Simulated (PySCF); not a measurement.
## Do core-level shifts follow atomic charges?

Species: C4H14Si4.
Structure used (PBE0-D3(BJ)/def2-SVP), in Å, numbered top down from 1:
```xyz
22
C4H14Si4 angstrom
C      3.1016   -0.2156    1.4976
C      2.4148   -1.1129    0.7851
C      0.9310   -1.1489    0.6419
Si     0.3607   -0.5185   -1.0710
Si     0.7702    1.8008   -1.1587
Si    -1.2670    2.0504    0.0105
Si    -1.9439   -0.0067   -0.9476
C     -3.1018   -1.1568   -0.0023
H      4.1936   -0.2288    1.5293
H      2.5948    0.5655    2.0742
H      2.9710   -1.8713    0.2189
H      0.4442   -0.5197    1.4062
H      0.5404   -2.1740    0.7639
H      0.9014   -1.3998   -2.1541
H      2.0252    2.3556   -0.5654
H      0.5974    2.3268   -2.5507
H     -2.0982    3.2756   -0.2024
H     -1.0345    1.8743    1.4824
H     -2.4710    0.2831   -2.3219
H     -4.0842   -0.6840    0.1486
H     -2.6807   -1.3978    0.9853
H     -3.2516   -2.0967   -0.5553
```

Binding energies: delta-SCF UKS SCAN, pcX-2 on the ionised atom, pcseg-1 elsewhere, spin-free X2C (PySCF). Charges: PBE0/pcSseg-1 ground-state density, for the ionised atom.

| atom | environment | C 1s (eV) | Mulliken (e) | IAO (e) | Hirshfeld (e) | ESP (e) |
| --- | --- | --- | --- | --- | --- | --- |
| C1 | terminal =CH2 carbon | 289.71 | -0.176 | -0.329 | -0.110 | -0.493 |
| C8 | Si-methyl carbon | 290.09 | -0.597 | -0.684 | -0.206 | -0.522 |
| C3 | sp3 carbon bound to silicon | 290.15 | -0.464 | -0.507 | -0.151 | -0.069 |
| C2 | alkene CH carbon | 290.40 | -0.228 | -0.124 | -0.040 | -0.183 |

Give the correlation coefficient and slope of binding energy on charge for each scheme.

ESP: r = 0.63, slope 0.8 eV per e; Hirshfeld: r = 0.31, slope 1.3 eV per e; IAO: r = 0.25, slope 0.3 eV per e; Mulliken: r = -0.21, slope -0.3 eV per e. ESP charges have the highest r, on only 4 points.

The point-charge model writes a binding energy as kq + V + constant, with V the potential of the other atoms' charges at the site. What does it give with the Hirshfeld charges?

V = Σ 14.40 eV Å × q/r over all other atoms: +1.02 eV at C1, +2.87 eV at C8, +1.92 eV at C3, -0.25 eV at C2. Fitting binding energy − V to q gives k = 20.3 eV per e and leaves an rms residual of 0.21 eV, against 0.23 eV for the fit on q alone. The model has no term for differences in relaxation between sites.

Spin contamination (⟨S²⟩ against 0.75 for a pure doublet) is marked for C 1s of C2 (0.85), which makes this value less certain. One conformer (not necessarily the lowest) at the PBE0-D3(BJ)/def2-SVP geometry, without solvent, vibrations or thermal averaging.
